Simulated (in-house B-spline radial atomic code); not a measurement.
RPA and G0W0 on CAM-B3LYP: Cl5+

Configuration [Ne] 3s2, mean-field start CAM-B3LYP. Computed with an all-electron radial atomic-structure program (B-spline basis): all electrons, non-relativistic, point nucleus, each spin shell either full or empty, empty states to l = 9 with an (l + 1/2)⁻⁴ tail; G0W0 by contour deformation at full frequency.

Command:
```bash
python run_gw.py task.json out
```
Settings (radii: box in bohr, nucleus in fm):
```
Z                        17
electrons                12
configuration            [Ne] 3s2
hamiltonian              nr
method                   camb3lyp
lmax                     9
spin_polarised           False
box_radius               10.43
intervals                47
ion_configuration        [Ne] 3s1
```

Run time, properties included: 3.1 s on 1 thread of Arm Neoverse N1 (shared host).

Energies (hartree):

```tsv
term	value
mean-field total	-452.92166
Hartree-Fock functional on these orbitals	-452.40340
direct second order	-0.81488
second-order exchange	0.29503
SOSEX correction	0.26892
```

What is the RPA correlation energy, and what remains with SOSEX?

RPA gives -0.7309 hartree (-1.66 eV per electron); RPA + SOSEX gives -0.46197, and the second-order doubles -0.51985 hartree (no singles). RPA lacks exchange-type terms and so overcorrelates at short range.

Quasi-particle levels (eV):

| level | occupied | mean field | Σx - vxc | Σc | QP weight | G0W0 |
| --- | --- | --- | --- | --- | --- | --- |
| 3s | yes | -92.55 | -2.31 | ? | ? | ? |
| 2p | yes | -284.18 | -19.42 | 3.95 | 0.947 | -299.65 |
| 3p | no | -71.54 | 5.28 | -1.81 | 0.960 | -68.07 |

G0W0 = mean field + (Σx - vxc) + Σc, with Σc (partial-wave tail included) taken at the quasi-particle energy. Levels of low weight are left out.

Where does G0W0 put 3s?

At -97.02 eV, with Σc = -2.16 eV and a quasi-particle weight of 0.966. The tabulated removal energy is 96.94 ± 0.04 eV (NIST, semi-empirical); the calculation leaves out relativity, Breit and QED terms, and what these don't explain is the method's own error.

What does it cost to remove one electron (to [Ne] 3s1) by differences of total energies, each species on its own start (correlation terms add to the Hartree-Fock functional)?

CAM-B3LYP 96.69 eV, Hartree-Fock functional 94.67 eV, + RPA 96.83 eV, + RPA + SOSEX 96.25 eV, + second order 96.76 eV. Tabulated: 96.94 ± 0.04 eV (NIST, semi-empirical); the calculation leaves out relativity, Breit and QED terms, and what these don't explain is the method's own error.
